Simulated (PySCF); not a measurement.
Ge(Br)2(OH)2, SMILES [OH][Ge]([Br])([Br])[OH], singlet (CAM-B3LYP/def2-SVP optimised geometry):

```
7

O     -1.303    -1.804    -1.448
Ge    -0.653    -1.062     0.000
O      1.099    -1.062     0.000
Br    -1.481     1.062     0.000
Br    -1.249    -2.228     1.865
H     -1.151    -2.758    -1.489
H      1.481    -0.459    -0.652
```

Calculation: PySCF with CAM-B3LYP/def2-TZVP.

### Question
What are the frontier orbital energies and the dipole moment?

### Answer
HOMO-2 -10.34 eV, HOMO-1 -10.23 eV, HOMO -10.06 eV, LUMO -0.58 eV, LUMO+1 1.29 eV; dipole moment 1.45 D.

On the same geometry PBE/def2-TZVP in PySCF 2.14.0 gives HOMO-2 -7.52 eV, HOMO-1 -7.51 eV, HOMO -7.41 eV, LUMO -2.50 eV, LUMO+1 -0.46 eV; dipole moment 1.48 D.

Meta-Löwdin charges at CAM-B3LYP/def2-TZVP: O1 -0.72, Ge2 1.20, O3 -0.72, Br4 -0.23, Br5 -0.23, H6 0.35, H7 0.35.
